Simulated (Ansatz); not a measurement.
Geometry optimisation, Ansatz 0.2.0, RKS PBE-D4/def2-SVP.

Input:

```yaml
crystal:
  periodic: [false, false, false]
  atoms:
    - { symbol: Ge, position_ang: [-1.2149, 0.3454, 0.0213] }
    - { symbol: C, position_ang: [0.266, -0.7657, -0.195] }
    - { symbol: C, position_ang: [1.4939, -0.3538, 0.0049] }
    - { symbol: Br, position_ang: [2.0588, 1.4399, 0.5519] }
    - { symbol: H, position_ang: [-2.5512, -0.4126, -0.3326] }
    - { symbol: H, position_ang: [-1.3279, 0.925, 1.4673] }
    - { symbol: H, position_ang: [-1.1104, 1.5936, -0.9582] }
    - { symbol: H, position_ang: [0.1309, -1.7729, -0.5029] }
    - { symbol: H, position_ang: [2.3432, -1.045, -0.0738] }
basis:
  gaussian: { orbitals: def2-SVP }
hamiltonian:
  xc: pbe
  dispersion: d4
relax:
  f_tol: 0.02
  max_steps: 50
```

Run as:

```bash
$ ansatz run input.yaml --threads 2 --pin off --max-ram 3072MiB --backend cpu --events-out ev --progress --plain --runs-dir out
```

**Question.** Where does it end, and by what steps?

**Answer.** The forces met the threshold. After 6 steps the energy has fallen by 0.236 eV; Ge1 moved furthest, 0.10 Å.

```
step  energy less start (eV)  largest force component (eV/Å)  accepted
   0                  0.0000                           2.172       yes
   1                 -0.1990                           0.733       yes
   2                 -0.2079                           0.752       yes
   3                 -0.2336                           0.252       yes
   4                 -0.2345                           0.163       yes
   5                 -0.2355                           0.036       yes
   6                 -0.2356                           0.014       yes
```

```xyz
9
Properties=species:S:1:pos:R:3
Ge -1.280 0.416 0.010
C 0.283 -0.745 -0.185
C 1.558 -0.379 0.020
Br 2.079 1.372 0.547
H -2.538 -0.425 -0.331
H -1.384 0.938 1.465
H -1.182 1.619 -0.961
H 0.123 -1.795 -0.489
H 2.428 -1.046 -0.094
```

Whether the end is a true minimum wasn't checked by a vibrational analysis.

Run time: 6 s on 2 threads of AMD EPYC 9R45 (Zen 5) (shared host), peak memory 0.18 GiB.
